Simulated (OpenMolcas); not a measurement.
Au3+ with its 6 nearest fluoride ions at 2.082 Å, on the Ga site of K2NaGaF6 (a = 8.246 Å, distance in the model lattice 1.938 Å). The rest of the host is ab initio model potentials to 7.6 Å, with orthogonalisation functions on the cations behind the ligands, and point charges beyond; the distance is set by hand and nothing relaxes. Ligand basis ANO-RCC-VDZP.
```
Au    0.0000    0.0000    0.0000
F     2.0820    0.0000    0.0000
F     0.0000    2.0820    0.0000
F    -2.0820    0.0000    0.0000
F     0.0000   -2.0820    0.0000
F     0.0000    0.0000    2.0820
F     0.0000    0.0000   -2.0820
```

| Item | Value |
| --- | --- |
| Program | OpenMolcas |
| Method | CASSCF |
| Basis | ANO-RCC-VDZP [7s6p4d2f] |
| Scalar Hamiltonian | DKH2, point nucleus |
| Active space | 8 electrons in 5 orbitals (5d) |
| State averaging | 2S+1 = 3 even, 10 roots; 2S+1 = 1 even, 15 roots |
| Spin-orbit coupling | RASSI with atomic mean-field integrals over the reference wave functions |

(1) What is the spin-free ground state (labels of O, the rotations of Oh)?

(2) Where is the first state of the same spin?

(3) What are the lowest two levels with spin-orbit coupling?

(4) What is χT at 300 K, and how does it compare with the textbook value?

(5) Which ligand-field parameters describe the states?

Results:

(1) 3A2, 1-fold in its orbital part; it has the highest spin that d8 allows.

(2) 3T2 at 22600 cm-1 above the ground state.

(3) A 3-fold level, then a 2-fold level 10473 cm-1 above it. Their leading multiplicities are 3 (98 %) and 1 (81 %).

(4) The lowest level has 2S+1 = 3, for which the spin-only value is χT = S(S+1) / 2 = 1.000 cm3 K/mol (g = 2). The computed 1.499 at 300 K differs by +0.499, through orbital momentum, spin-orbit coupling and any other state in reach.

(5) A least-squares ligand-field fit to the states below 45000 cm-1, each weighted by its degeneracy and with a free common offset, gives 10Dq = 21859 cm-1, B = 824 cm-1 and C = 2487 cm-1 (C/B = 3.02), with an rms deviation of 255 cm-1. The same method and metal basis give the free ion B = 927 cm-1 (fit to its terms below 60000 cm-1, rms deviation 6 cm-1), so the nephelauxetic ratio is β = 824 / 927 = 0.89; it hangs on how both fits weigh the states, and computed free-ion B values tend to be too large, so β mixes covalency with correlation.

Without dynamic correlation the repulsion within the d shell is too large (B by tens of per cent), so at a given field states of lower spin stand too high. Real 4d8 and 5d8 ions are as a rule square planar and diamagnetic. The least metal-like active orbital is 75 % on the metal (Löwdin) and no ligand orbital is active, so the numbers are rough. With metal d orbitals alone the field can be off either way by tens of per cent. Ligand-to-metal charge-transfer states are missing. With no ligand orbital active B as a rule stays too high, so bands that hang on it stand too high and its fall with covalency is understated. No measured value stands beside these numbers; the geometry was set by hand and not optimised.
